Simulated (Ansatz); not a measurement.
Cartesian coordinates (Å):
```xyz
5

O      1.0388    -0.4219     0.0854
Si    -0.4902     0.0047    -0.3947
H      1.7326     0.2395     0.0182
H     -0.9133     1.2870     0.2461
H     -1.3680    -1.1092     0.0450
```
Charge 0, spin multiplicity 2.

All values below come from frozen-core CCSD(T)/def2-TZVPP // B3LYP-D3(BJ)/def2-TZVP (Ansatz, an electronic-structure program).

```json
{
  "HF energy": "-365.58612 Ha",
  "MP2 correlation energy": "-0.35024 Ha"
}
```

Estimate the CCSD correlation energy, the (T) correction, the total energy and the T1 diagnostic.


The CCSD correlation energy comes out as -0.37096 Ha. The (T) correction is -0.01216 Ha and the CCSD(T) total energy is -365.96924 Ha. The T1 diagnostic is 0.015.
